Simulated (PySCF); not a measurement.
## Spin states of RbLi

Unrestricted PBE0; Rb def2-SVP with ECP28, Li def2-SVP; scalar-relativistic core potentials (PySCF 2.14). Outer shells of the fragments: Rb 5s1; Li 2s1.

Followed along the bond (rough minima from three points):

```tsv
2Ms+1	unpaired	⟨S²⟩ at the start	R at minimum (Å)	Te (eV)
1	none	0.00	3.57	0.00
3	σ ↑, π ↑	2.00	3.42	1.19
1	σ ↑, π ↓	1.00	3.57	1.58
3	σ ↑↑	2.00	none in the scan	≤ 0.58
```

Solutions found at the starting distance of 3.345 Å, counted from the lowest of them; the search is not exhaustive and high or unbound solutions are not listed, so other states can lie among these:

| 2Ms+1 | unpaired | term | E (eV) | ⟨S²⟩ | ⟨Lz²⟩ | μ (D) |
| --- | --- | --- | --- | --- | --- | --- |
| 1 | none | ¹Σ⁺ | 0.00 | 0.00 | 0.00 | -3.41 |
| 3 | σ ↑↑ | ³Σ⁺ | 0.82 | 2.00 | 0.00 | -1.36 |
| 3 | σ ↑, π ↑ | ³Π | 1.17 | 2.00 | 1.00 | -4.50 |
| 1 | σ ↑, π ↓ | mixed | 1.58 | 1.00 | 1.00 | -2.99 |
| 3 | σ ↑, δ ↑ | ³Δ | 2.84 | 2.00 | 4.00 | 3.84 |
| 1 | σ ↑, δ ↓ | mixed | 2.86 | 1.00 | 4.00 | 3.67 |

A term symbol is given only where ⟨S²⟩ and ⟨Lz²⟩ are close to those of a pure state; real π, δ and φ orbitals otherwise mix terms. A positive dipole means Rb(−)Li(+).

The measured ground state is X ¹Σ+ (Huber and Herzberg, Constants of Diatomic Molecules (1979)).

Counting both spins, an empty level lies below a filled one in some of these solutions, because spin and occupation are held.
